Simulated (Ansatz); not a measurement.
Two members of one family (Series NbX4), computed with Ansatz in the gas phase; def2 core potentials for Nb, no spin–orbit coupling. The two geometries come from different levels. HOMO and LUMO are taken over both spins. Binding counts from free atoms in the multiplicity of their measured ground term, without zero-point energy. The spins of the ions were chosen, not always searched. A dash marks a value that wasn't run or was left out as unsound. The structures are stationary points that may keep the symmetry of their start.

First: NbF4 (doublet, charge 0, PBE0-D4/def2-SVP geometry; oxidised ion singlet).

```xyz
5

Nb    0.000    0.000    0.000
F     1.028    1.463    0.497
F    -0.492   -0.615    1.681
F     0.445   -1.614   -0.802
F    -0.981    0.766   -1.376
```

```csv
level,HOMO (eV),LUMO (eV),gap (eV),vertical IE (eV),binding per atom (eV)
PBE-D4/def2-TZVP,-4.87,-3.49,1.38,8.52,5.04
r2SCAN-D4/def2-TZVP,-5.34,-3.47,1.87,–,4.84
PBE0-D4/def2-SVP,-6.57,-2.59,3.98,–,4.82
PBE0-D4/def2-TZVP,-6.62,-2.61,4.01,9.13,4.70
ωB97M-V/def2-TZVP,-8.97,-0.77,8.20,–,4.80
```

Metal–donor distances: 4 × F 1.86 Å.

Second: NbH4 (doublet, charge 0, r2SCAN-D4/def2-TZVP geometry; oxidised ion singlet).

```
atom   x (Å)   y (Å)   z (Å)
 Nb1   0.000   0.000   0.000
  H2  -1.446  -0.863   0.515
  H3   1.316  -0.609   1.000
  H4  -0.195   1.740   0.195
  H5   0.325  -0.268  -1.710
```

Question: Estimate the same table for the second.

Answer: 
```tsv
level	HOMO (eV)	LUMO (eV)	gap (eV)	vertical IE (eV)	binding per atom (eV)
PBE-D4/def2-TZVP	-4.74	-4.52	0.22	8.23	2.30
r2SCAN-D4/def2-TZVP	-5.19	-4.38	0.81	8.32	2.25
PBE0-D4/def2-SVP	-6.26	-3.34	2.93	–	2.22
PBE0-D4/def2-TZVP	-6.28	-3.35	2.94	8.39	2.21
ωB97M-V/def2-TZVP	-8.74	-1.01	7.74	–	2.32
```

Metal–donor distances: 4 × H 1.76 Å.
